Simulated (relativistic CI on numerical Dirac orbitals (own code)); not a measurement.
Calculated at this level of theory: Dirac equation for one electron, model QED (radiative potential, 1s self-energy scaled to tabulated hydrogen-like ionisation energies) (own radial code, finite nucleus).

Configuration list: 1s, 2s, 2p, 3s, 3p, 3d, 4s, 4p, 4d, 4f, 5s, 5p, 5d, 5f, 5g, 6s, 6p, 6d. Levels of other configurations are missing.

Outline of the computed level scheme of Fe XXVI. Lowest level of each configuration: 1s ²S1/2 at 0.00 eV; 2p ²P°1/2 at 6951.98 eV; 2s ²S1/2 at 6952.55 eV; 3p ²P°1/2 at 8246.41 eV; 3s ²S1/2 at 8246.58 eV; 3d ²D3/2 at 8252.68 eV; 4p ²P°1/2 at 8698.59 eV; 4s ²S1/2 at 8698.66 eV; 4d ²D3/2 at 8701.24 eV.

Some strong electric-dipole decays among the lowest 14 levels: 2p ²P°1/2 → 1s ²S1/2 (2.9e+14 s⁻¹); 2p ²P°3/2 → 1s ²S1/2 (2.8e+14 s⁻¹); 3p ²P°3/2 → 1s ²S1/2 (7.6e+13 s⁻¹); 3p ²P°1/2 → 1s ²S1/2 (7.6e+13 s⁻¹); 4p ²P°3/2 → 1s ²S1/2 (3.1e+13 s⁻¹); 4p ²P°1/2 → 1s ²S1/2 (3.1e+13 s⁻¹); 3d ²D5/2 → 2p ²P°3/2 (3.0e+13 s⁻¹); 3d ²D3/2 → 2p ²P°1/2 (2.5e+13 s⁻¹).
